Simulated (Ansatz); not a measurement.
## Which isomer of C2H8BO+ gives these data?

These gas-phase data were calculated for one isomer of C2H8BO+ at PBE0-D3(BJ)/pcseg-1 (harmonic, unscaled wavenumbers; equilibrium rotational constants with average atomic masses):

- rotational constants: 13.5, 5.337, 4.014 GHz
- all wavenumbers above 1500 cm⁻¹: 3722, 3597, 3172, 3131, 3061, 3049, 3031, 2806, 1591, 1510

Candidates:

(1) `CB(C)[OH2+]`, a singlet
(2) `CCB[OH2+]`, a singlet

Which candidate do the data belong to?

Candidate (2). The band at 2806 cm⁻¹ lies where the B–H stretch is expected; (1) has no mode between 2350 and 2900 cm⁻¹.

The same quantities for all candidates:

|  | rotational constants (GHz) | wavenumbers above 1500 cm⁻¹ | E above the lowest, PBE0-D3(BJ)/pcseg-1 (kcal/mol) |
| --- | --- | --- | --- |
| (1) | 8.187, 7.126, 3.995 | 3752, 3648, 3173, 3172, 3134, 3133, 3051, 3047, 1610 | 0.0 |
| (2) | 13.5, 5.337, 4.014 | 3722, 3597, 3172, 3131, 3061, 3049, 3031, 2806, 1591, 1510 | 18.9 |

Harmonic stretches to hydrogen usually lie a few per cent above observed fundamentals. Each candidate is one conformer. Programs: Ansatz 0.2.0.
